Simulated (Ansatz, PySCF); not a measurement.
Gas-phase reaction in SMILES: C/C=C\CCC -> [CH2]CC/C=C\C + H atom (the C-H bond at the site shown breaks; other sites are not compared here)
Each molecule is optimised on its own at B3LYP-D3(BJ)/def2-TZVP (Ansatz, a quantum-chemistry and plane-wave program), one conformer each, not searched for the lowest. Frequencies are from Ansatz or PySCF.
Geometry of the first species:
```
C
H 1 1.0917
H 1 1.0965 2 106.24
C 1 1.4981 2 111.13 3 118.46
C 4 1.3314 1 127.77 2 8.65
H 5 1.0865 4 117.40 1 179.10
H 4 1.0872 5 117.38 6 0.54
C 5 1.4974 6 114.99 4 -179.99
H 8 1.0888 5 112.86 6 -178.94
H 8 1.0940 9 107.88 2 -127.84
H 8 1.0941 9 107.91 10 -114.75
C 1 1.5344 2 109.17 3 -116.73
H 12 1.0937 1 108.80 2 -63.66
H 12 1.0944 13 106.16 1 117.34
C 12 1.5254 13 109.99 14 118.67
H 15 1.0915 12 111.45 13 -58.16
H 15 1.0928 16 107.78 12 122.14
H 15 1.0928 16 107.73 17 115.77
```

Property: bond dissociation energy (enthalpy at 298 K, with B3LYP-D3(BJ) rigid-rotor harmonic-oscillator terms), in eV. Valence correlation only, unless marked. UHF or UKS for open shells. No spin-orbit coupling. Non-relativistic. CBS(X,Y): correlation extrapolated as X^-3; Hartree-Fock from the larger set. The bracket is a focal-point correction in the basis named.

```csv
level,program,bond dissociation energy (eV)
B3LYP/def2-TZVPD,Ansatz,4.29
r2SCANh-D4/def2-TZVPD,Ansatz + dftd4,4.17
LC-wPBE-D3(BJ)/def2-TZVPD,Ansatz + dftd3,[?]
SCS-MP2/cc-pVDZ,Ansatz,4.27
CCSD/STO-3G,Ansatz,5.10
"RI-MP2/CBS(cc-pVTZ,cc-pVQZ)+[CCSD(T)-MP2]/cc-pVTZ",Ansatz,[?]
```

Question: Some entries are withheld; supply them.

Answer: 
- LC-wPBE-D3(BJ)/def2-TZVPD, bond dissociation energy (eV): 4.24
- RI-MP2/CBS(cc-pVTZ,cc-pVQZ)+[CCSD(T)-MP2]/cc-pVTZ, bond dissociation energy (eV): 4.44
